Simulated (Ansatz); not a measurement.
`[NH2][Al]([F])[Br]` + HCl → `[NH2][Al]([F])[Cl]` + HBr at 400 K and 1 bar (ligand exchange at the Al–Br bond).

Program: Ansatz. Geometries: PBE0-D4/def2-TZVP. ΔE: electronic, gas phase. CCSD(T)/CBS is the MP2 limit (def2-TZVPP, def2-QZVPP) plus CCSD(T) − MP2 in def2-TZVPP, frozen cores. This one scheme is used for every species. For Br outer-core shells are correlated without core-valence functions, which leaves a few kJ/mol of doubt a bond. Scalar relativity is left out up to krypton. Each species was taken in one conformer, which may not be the lowest.

| species | CCSD(T)/CBS energy (Eh) | H − E (kJ/mol) | S (J/(mol·K)) |
| --- | --- | --- | --- |
| `[NH2][Al]([F])[Br]` | -2971.22802 | 104.6 | 354.5 |
| HCl | -460.38127 | 29.6 | 195.4 |
| `[NH2][Al]([F])[Cl]` | -857.68991 | 105.1 | 342.4 |
| HBr | -2573.91920 | 27.6 | 207.2 |

H − E and S are ideal-gas, rigid-rotor, harmonic terms from PBE0-D4/def2-TZVP, for one conformer and one mirror image of each species. 1 Eh = 2625.50 kJ/mol, R = 8.31446 J/(mol·K).

Problem. By hand: ΔE, ΔH, ΔS and ΔG.

Solution. ΔE = (-857.68991) + (-2573.91920) − (-2971.22802) − (-460.38127) = 0.00018 Eh = 0.5 kJ/mol. Δ(H − E) = 105.1 + 27.6 − 104.6 − 29.6 = -1.5, so ΔH = -1.0 kJ/mol. ΔS = 342.4 + 207.2 − 354.5 − 195.4 = -0.3 J/(mol·K). ΔG = -1.0 − 400 × (-0.3)/1000 = -0.9 kJ/mol.

Problem. By hand: the equilibrium constant, and the temperature at which ΔG would vanish if ΔH and ΔS stayed fixed.

Solution. log₁₀ K = −ΔG/(RT ln 10) = 0.1. ΔG = 0 at ΔH/ΔS = 3333 K, far beyond where these terms or the molecules hold.

The number of gas molecules stays the same, so ΔS is small and ΔH decides. The sign of ΔG lies within the doubt. A doubt of 5 kJ/mol in ΔE shifts log₁₀ K by 0.7 here. Other conformers and mirror images would add mixing entropy, several J/(mol·K) or more a flexible species. These are equilibria of isolated gas molecules and say nothing of rates. Largest T1 diagnostic: 0.010 (customary marks: 0.02 for closed shells, 0.045 for open ones).
